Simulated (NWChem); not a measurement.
System: C3HClF2; SMILES FC(F)=C=CCl

The following NWChem deck was run.

```
start job
memory heap 200 mb stack 900 mb global 1100 mb
geometry units angstroms noautoz
  F      0.195624    -2.166641     1.088337
  C     -0.020973    -1.437428     0.000000
  F      0.195624    -2.166641    -1.088337
  C     -0.411053    -0.180048     0.000000
  C     -0.787009     1.079270     0.000000
  Cl     0.320952     2.434306     0.000000
  H     -1.841447     1.406061     0.000000
end
basis spherical
  * library def2-svp
end
dft
  xc xwpbe 1.00 cpbe96 1.0 hfexch 1.00
  cam 0.8 cam_alpha 0.0 cam_beta 1.0
  iterations 150
  vectors input atomic output neutral.movecs
end
task dft energy
charge 1
dft
  odft
  mult 2
  vectors input atomic output cation.movecs
end
task dft energy
```

Parts of the log:

```
             Northwest Computational Chemistry Package (NWChem) 7.3.0
             --------------------------------------------------------

 CS  symmetry detected

                             Geometry "geometry" -> ""
                             -------------------------

 Output coordinates in angstroms (scale by  1.889725989 to convert to a.u.)

  No.       Tag          Charge          X              Y              Z
 ---- ---------------- ---------- -------------- -------------- --------------
    1 F                    9.0000     0.19737045     2.17716189     1.08833700
    2 C                    6.0000    -0.01870588     1.44779444     0.00000000
    3 F                    9.0000     0.19737045     2.17716189    -1.08833700
    4 C                    6.0000    -0.40788809     0.19013627     0.00000000
    5 C                    6.0000    -0.78294492    -1.06944982     0.00000000
    6 Cl                  17.0000     0.32598321    -2.42369446     0.00000000
    7 H                    1.0000    -1.83714934    -1.39699354     0.00000000

 Effective nuclear repulsion energy (a.u.)     249.5001024568

      Symmetry information
      --------------------

 Group name             Cs
 Group number              2
 Group order               2
 No. of unique centers     6

  pbe96 is a nonlocal functional; adding pw91lda local functional.

                                 NWChem DFT Module
                                 -----------------

 Summary of "ao basis" -> "ao basis" (spherical)
 ------------------------------------------------------------------------------
       Tag                 Description            Shells   Functions and Types
 ---------------- ------------------------------  ------  ---------------------
 F                          def2-svp                 6       14   3s2p1d
 C                          def2-svp                 6       14   3s2p1d
 Cl                         def2-svp                 8       18   4s3p1d
 H                          def2-svp                 3        5   2s1p

      Symmetry analysis of basis
      --------------------------

        a'         61
        a"         32

            General Information
            -------------------
          SCF calculation type: DFT
          Wavefunction type:  closed shell.
          No. of atoms     :     7
          No. of electrons :    54
           Alpha electrons :    27
            Beta electrons :    27
          Charge           :     0
          Spin multiplicity:     1
          Use of symmetry is: on ; symmetry adaption is: on
          Maximum number of iterations: 150
          AO basis - number of functions:    93
                     number of shells:    41
          Convergence on energy requested:  1.00D-06
          Convergence on density requested:  1.00D-05
          Convergence on gradient requested:  5.00D-04

              XC Information
              --------------
                     Hartree-Fock (Exact) Exchange  1.000
                     LC-wPBE(h)Exchange Functional  1.000
            Perdew 1991 LDA Correlation Functional  1.000 local
           PerdewBurkeErnz. Correlation Functional  1.000 non-local

           Range-Separation Parameters
           ---------------------------
           Alpha           :  0.00
           Beta            :  1.00
           Gamma           :  0.80
           Short-Range HF  :     F

             Grid Information
             ----------------
          Grid used for XC integration:  medium
          Radial quadrature: Mura-Knowles
          Angular quadrature: Lebedev.
          Tag              B.-S. Rad. Rad. Pts. Rad. Cut. Ang. Pts.
          ---              ---------- --------- --------- ---------
          F                   0.50       49          11.0       434
          C                   0.70       49          10.0       434
          Cl                  1.00       88          10.0       590
          H                   0.35       45          10.0       434
          Grid pruning is: on
          Number of quadrature shells:   329
          Spatial weights used:  Erf1

      Superposition of Atomic Density Guess
      -------------------------------------

 Sum of atomic energies:        -771.28225253

      Non-variational initial energy
      ------------------------------

 Total energy =    -773.509783
 1-e energy   =   -1561.498246
 2-e energy   =     538.488360
 HOMO         =      -0.258967
 LUMO         =       0.000610

      Symmetry analysis of molecular orbitals - initial
      -------------------------------------------------

  Numbering of irreducible representations:

     1 a'          2 a"

  Orbital symmetries:

     1 a'          2 a'          3 a"          4 a'          5 a'
     6 a'          7 a'          8 a'          9 a'         10 a"
    11 a'         12 a"         13 a'         14 a'         15 a'
    16 a'         17 a"         18 a'         19 a'         20 a"
    21 a"         22 a'         23 a'         24 a"         25 a'
    26 a"         27 a'         28 a"         29 a'         30 a'
    31 a'         32 a'         33 a'         34 a'         35 a"
    36 a'         37 a'

   convergence    iter        energy       DeltaE   RMS-Dens  Diis-err
 ---------------- ----- ----------------- --------- --------- ---------
 d= 0,ls=0.0,diis     1   -773.8901089985 -1.02D+03  1.19D-02  1.25D+00
 d= 0,ls=0.0,diis     2   -773.9893054561 -9.92D-02  4.80D-03  4.13D-01
 d= 0,ls=0.0,diis     3   -774.0270728193 -3.78D-02  1.27D-03  1.28D-02
 d= 0,ls=0.0,diis     4   -774.0288911177 -1.82D-03  4.46D-04  1.53D-03
 d= 0,ls=0.0,diis     5   -774.0291908079 -3.00D-04  2.76D-04  2.36D-04
  Resetting Diis
 d= 0,ls=0.0,diis     6   -774.0292545680 -6.38D-05  9.22D-05  2.20D-05
 d= 0,ls=0.0,diis     7   -774.0292643118 -9.74D-06  3.37D-05  6.38D-06
 d= 0,ls=0.0,diis     8   -774.0292655768 -1.27D-06  1.49D-05  1.31D-06
 d= 0,ls=0.0,diis     9   -774.0292659539 -3.77D-07  1.66D-05  6.07D-07
 d= 0,ls=0.0,diis    10   -774.0292661326 -1.79D-07  1.95D-06  2.25D-08

         Total DFT energy =     -774.029266132623
      One electron energy =    -1562.694989425969
           Coulomb energy =      604.566952168974
    Exchange-Corr. energy =      -65.401331332431
 Nuclear repulsion energy =      249.500102456803

 Numeric. integr. density =       54.000002499309

                  Occupations of the irreducible representations
                  ----------------------------------------------

                     irrep           alpha         beta
                     --------     --------     --------
                     a'               19.0         19.0
                     a"                8.0          8.0

                       DFT Final Molecular Orbital Analysis
                       ------------------------------------

 Vector   25  Occ=2.000000D+00  E=-4.963024D-01  Symmetry=a'
              MO Center=  2.0D-01, -2.3D+00,  2.5D-16, r^2= 1.5D+00
   Bfn.  Coefficient  Atom+Function         Bfn.  Coefficient  Atom+Function
  ----- ------------  ---------------      ----- ------------  ---------------
    81      0.510603  6 Cl px                78      0.391177  6 Cl px
    82      0.378875  6 Cl py                79      0.275757  6 Cl py
    75      0.225228  6 Cl px                76      0.159433  6 Cl py
    89      0.145679  7 H  s                 60     -0.111208  5 C  px
    59      0.085290  5 C  s                 44     -0.082038  4 C  s

 Vector   26  Occ=2.000000D+00  E=-4.378605D-01  Symmetry=a"
              MO Center= -2.0D-01, -1.0D+00, -6.5D-16, r^2= 2.9D+00
   Bfn.  Coefficient  Atom+Function         Bfn.  Coefficient  Atom+Function
  ----- ------------  ---------------      ----- ------------  ---------------
    83      0.448442  6 Cl pz                48     -0.374808  4 C  pz
    80      0.312511  6 Cl pz                62     -0.304651  5 C  pz
    51     -0.266531  4 C  pz                77      0.180567  6 Cl pz
    65     -0.173062  5 C  pz                 5      0.086245  1 F  py
    33     -0.086245  3 F  py                 8     -0.059607  1 F  py

 Vector   27  Occ=2.000000D+00  E=-4.321431D-01  Symmetry=a'
              MO Center= -2.2D-01,  6.1D-01, -7.4D-15, r^2= 2.6D+00
   Bfn.  Coefficient  Atom+Function         Bfn.  Coefficient  Atom+Function
  ----- ------------  ---------------      ----- ------------  ---------------
    46      0.396332  4 C  px                18      0.366622  2 C  px
    49      0.317582  4 C  px                 4      0.202315  1 F  px
    32      0.202315  3 F  px                 7     -0.160787  1 F  px
    35     -0.160787  3 F  px                50     -0.150374  4 C  py
    82     -0.149281  6 Cl py                21      0.139682  2 C  px

 Vector   28  Occ=0.000000D+00  E= 5.319573D-02  Symmetry=a"
              MO Center= -4.9D-01, -3.0D-01, -8.3D-17, r^2= 2.7D+00
   Bfn.  Coefficient  Atom+Function         Bfn.  Coefficient  Atom+Function
  ----- ------------  ---------------      ----- ------------  ---------------
    65      0.627068  5 C  pz                51     -0.517343  4 C  pz
    62      0.420279  5 C  pz                48     -0.363411  4 C  pz
    83     -0.232373  6 Cl pz                20     -0.188188  2 C  pz
    23     -0.167925  2 C  pz                 3      0.130368  1 F  s
    31     -0.130368  3 F  s                  5      0.125529  1 F  py

 Vector   29  Occ=0.000000D+00  E= 7.937477D-02  Symmetry=a'
              MO Center= -2.3D-01,  6.5D-02, -2.6D-16, r^2= 3.7D+00
   Bfn.  Coefficient  Atom+Function         Bfn.  Coefficient  Atom+Function
  ----- ------------  ---------------      ----- ------------  ---------------
    21      0.479697  2 C  px                18      0.461839  2 C  px
    82      0.440042  6 Cl py                74      0.362594  6 Cl s
    63     -0.359704  5 C  px                46     -0.300893  4 C  px
    81     -0.299429  6 Cl px                64      0.295656  5 C  py
    90     -0.291915  7 H  s                 49     -0.281632  4 C  px

 Vector   30  Occ=0.000000D+00  E= 1.635561D-01  Symmetry=a'
              MO Center= -1.7D+00, -1.5D+00,  2.9D-16, r^2= 3.2D+00
   Bfn.  Coefficient  Atom+Function         Bfn.  Coefficient  Atom+Function
  ----- ------------  ---------------      ----- ------------  ---------------
    90      1.937293  7 H  s                 59     -1.703598  5 C  s
    63      0.567034  5 C  px                45      0.497516  4 C  s
    64      0.462805  5 C  py                58     -0.356831  5 C  s
    74      0.356179  6 Cl s                 81     -0.353060  6 Cl px
    82      0.304234  6 Cl py                17     -0.279384  2 C  s

     Multipole analysis of the density
     ---------------------------------

     L   x y z        total         alpha         beta         nuclear
     -   - - -        -----         -----         ----         -------
     0   0 0 0     -0.000000    -27.000000    -27.000000     54.000000

     1   1 0 0     -0.537487     -0.268743     -0.268743     -0.000000
     1   0 1 0     -0.241035     -0.120518     -0.120518      0.000000
     1   0 0 1      0.000000      0.000000      0.000000      0.000000

     2   2 0 0    -26.674349    -32.194479    -32.194479     37.714608
     2   1 1 0      1.083815     -1.718396     -1.718396      4.520607
     2   1 0 1     -0.000000     -0.000000     -0.000000      0.000000
     2   0 2 0    -30.742967   -384.603667   -384.603667    738.464368
     2   0 1 1      0.000000      0.000000      0.000000      0.000000
     2   0 0 2    -30.387122    -53.262166    -53.262166     76.137211

                                 NWChem DFT Module
                                 -----------------

      Symmetry analysis of basis
      --------------------------

        a'         61
        a"         32

            General Information
            -------------------
          SCF calculation type: DFT
          Wavefunction type:  spin polarized.
          No. of atoms     :     7
          No. of electrons :    53
           Alpha electrons :    27
            Beta electrons :    26
          Charge           :     1
          Spin multiplicity:     2
          Use of symmetry is: on ; symmetry adaption is: on
          Maximum number of iterations: 150
          This is a Direct SCF calculation.
          AO basis - number of functions:    93
                     number of shells:    41
          Convergence on energy requested:  1.00D-06
          Convergence on density requested:  1.00D-05
          Convergence on gradient requested:  5.00D-04

              XC Information
              --------------
                     Hartree-Fock (Exact) Exchange  1.000
                     LC-wPBE(h)Exchange Functional  1.000
            Perdew 1991 LDA Correlation Functional  1.000 local
           PerdewBurkeErnz. Correlation Functional  1.000 non-local

           Range-Separation Parameters
           ---------------------------
           Alpha           :  0.00
           Beta            :  1.00
           Gamma           :  0.80
           Short-Range HF  :     F

             Grid Information
             ----------------
          Grid used for XC integration:  medium
          Radial quadrature: Mura-Knowles
          Angular quadrature: Lebedev.
          Tag              B.-S. Rad. Rad. Pts. Rad. Cut. Ang. Pts.
          ---              ---------- --------- --------- ---------
          F                   0.50       49          11.0       434
          C                   0.70       49          10.0       434
          Cl                  1.00       88          10.0       590
          H                   0.35       45          10.0       434
          Grid pruning is: on
          Number of quadrature shells:   329
          Spatial weights used:  Erf1

      Superposition of Atomic Density Guess
      -------------------------------------

 Sum of atomic energies:        -771.28225253

 Renormalizing density from      54.00 to     53

      Non-variational initial energy
      ------------------------------

 Total energy =    -764.352496
 1-e energy   =   -1532.581612
 2-e energy   =     518.729013
 HOMO         =      -0.540068
 LUMO         =      -0.275424

   Symmetry analysis of molecular orbitals - initial alpha
   -------------------------------------------------------

  Numbering of irreducible representations:

     1 a'          2 a"

  Orbital symmetries:

     1 a'          2 a'          3 a"          4 a'          5 a'
     6 a'          7 a'          8 a'          9 a'         10 a"
    11 a'         12 a"         13 a'         14 a'         15 a'
    16 a'         17 a"         18 a'         19 a'         20 a"
    21 a"         22 a'         23 a'         24 a"         25 a'
    26 a"         27 a'         28 a"         29 a'         30 a'
    31 a'         32 a'         33 a'         34 a"         35 a'
    36 a'         37 a'

   Symmetry analysis of molecular orbitals - initial beta
   ------------------------------------------------------

  Numbering of irreducible representations:

     1 a'          2 a"

  Orbital symmetries:

     1 a'          2 a'          3 a"          4 a'          5 a'
     6 a'          7 a'          8 a'          9 a'         10 a"
    11 a'         12 a"         13 a'         14 a'         15 a'
    16 a'         17 a"         18 a'         19 a'         20 a"
    21 a"         22 a'         23 a'         24 a"         25 a'
    26 a"         27 a'         28 a"         29 a'         30 a'
    31 a'         32 a'         33 a'         34 a"         35 a'
    36 a'         37 a'

[...]
```

Level: LC-wPBE (HJS exchange hole, range parameter 0.8 per bohr)/def2-SVP, vertical spin-unrestricted ions. All runs use the structure optimised with PBE-D3(BJ)/def2-SVP.
